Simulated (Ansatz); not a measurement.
## Loss of CH4: C3H6FI → C2H2FI + CH4

Species: C3H6FI `CC(I)CF`, singlet; C2H2FI `F/C=C/I`, singlet; CH4 (methane) `C`, singlet. 

Shapes, held fixed at every level: PBE0-D4/def2-TZVP. Flexible molecules stand in one conformer, not always the lowest. Programs: Ansatz 0.2.0. Electronic energies: no zero-point or thermal term.

Problem. Estimate ΔE of this reaction.

Solution. The highest level, CCSD(T)/def2-TZVPP, gives ΔE = +105.2 kJ/mol; the levels span +92.2 to +114.7. The column of differences is taken from that level and isn't an error. No measured value is set beside it here. For atoms past krypton def2 sets carry core potentials with scalar relativity. Correlated rows may include outer-core shells of I, which these sets cover unevenly. Times are processor times on shared x86 and Arm servers, and rough.

| level | kind | ΔE (kJ/mol) | less CCSD(T)/def2-TZVPP | CPU time (sum over the molecules) |
| --- | --- | --- | --- | --- |
| PBE-D4/def2-TZVPP | GGA | +99.9 | -5.3 | 12 s |
| B3LYP-D4/def2-TZVPP | global hybrid | +94.1 | -11.1 | 25 s |
| PBE0-D4/def2-TZVPP | global hybrid | +114.1 | +8.9 | 16 s |
| wB97X-V/def2-TZVPP | range-separated hybrid | +113.7 | +8.5 | 44 s |
| B2PLYP/def2-TZVPP | double hybrid | +92.2 | -13.0 | 31 s |
| MP2/def2-TZVPP | perturbation theory | +114.7 | +9.5 | – |
| CCSD/def2-TZVPP | coupled cluster or CI | +105.6 | +0.4 | – |
| CCSD(T)/def2-TZVPP | coupled cluster or CI | +105.2 | 0.0 | 8.9 min |
